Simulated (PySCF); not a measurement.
Correlation energy of Se+ (selenium, charge +1)

[Ar] 3d10 4s2 4p3, high-spin 4S determinant. Calculation: PySCF 2.14, in Sapporo-DKH3-DZP-2012 (6s5p3d1f, 43 functions); the spin-free X2C one-electron Hamiltonian (Gaussian nucleus). Frozen: [Ar] 3d10; 5 electrons correlated.

MP2 pair energies summed by pair of shells (mhartree):

```json
{"pair": "4s-4p", "energy": "-38.32", "share (%)": "65.5"}
{"pair": "4p-4p", "energy": "-14.03", "share (%)": "24.0"}
{"pair": "4s-4s", "energy": "-6.18", "share (%)": "10.6"}
```

Total MP2 correlation energy: -58.53 mhartree.

Same-spin part -15.92 and opposite-spin part -42.61 mhartree; SCS-MP2 scales them by 1/3 and 6/5 to -56.44 mhartree.

```
  level  correlation energy (mhartree)
   CCSD                         -73.17
    (T)                          -0.83
CCSD(T)                         -74.00
```

Diagnostics: T1 = 0.0013, D1 = 0.0029, largest double amplitude 0.058.

Cost of the coupled-cluster step: 0.31 s of wall time on 1 thread of Neoverse-V2 (shared host), for 5 correlated electrons.

Iterations:

```
CC2 = 0
CCSD nocc = (np.int64(4), np.int64(1)), nmo = (29, 29)
frozen orbitals [[0, 1, 2, 3, 4, 5, 6, 7, 8, 9, 10, 11, 12, 13], [0, 1, 2, 3, 4, 5, 6, 7, 8, 9, 10, 11, 12, 13]]
max_cycle = 100
direct = 0
conv_tol = 1e-08
conv_tol_normt = 1e-06
diis_space = 8
diis_start_cycle = 0
Init t2, MP2 energy = -0.0585285458302142
Init E_corr(UCCSD) = -0.0585285458473511
cycle = 1  E_corr(UCCSD) = -0.0699371356771301  dE = -0.0114085898  norm(t1,t2) = 0.0370168
cycle = 2  E_corr(UCCSD) = -0.0723401310891626  dE = -0.00240299541  norm(t1,t2) = 0.00987366
cycle = 3  E_corr(UCCSD) = -0.0731863469194172  dE = -0.00084621583  norm(t1,t2) = 0.00324021
cycle = 4  E_corr(UCCSD) = -0.0731724651492434  dE = 1.38817702e-05  norm(t1,t2) = 0.000339727
cycle = 5  E_corr(UCCSD) = -0.0731728058320631  dE = -3.4068282e-07  norm(t1,t2) = 2.74814e-05
cycle = 6  E_corr(UCCSD) = -0.0731725474586018  dE = 2.58373461e-07  norm(t1,t2) = 5.75963e-06
cycle = 7  E_corr(UCCSD) = -0.0731727103035374  dE = -1.62844936e-07  norm(t1,t2) = 6.92262e-07
cycle = 8  E_corr(UCCSD) = -0.073172663917118  dE = 4.63864193e-08  norm(t1,t2) = 1.43285e-07
cycle = 9  E_corr(UCCSD) = -0.0731726692588105  dE = -5.34169246e-09  norm(t1,t2) = 3.01322e-08
UCCSD converged
E(UCCSD) = -2427.771634872804  E_corr = -0.0731726692588105
UCCSD(T) correction = -0.000829730620845154
```
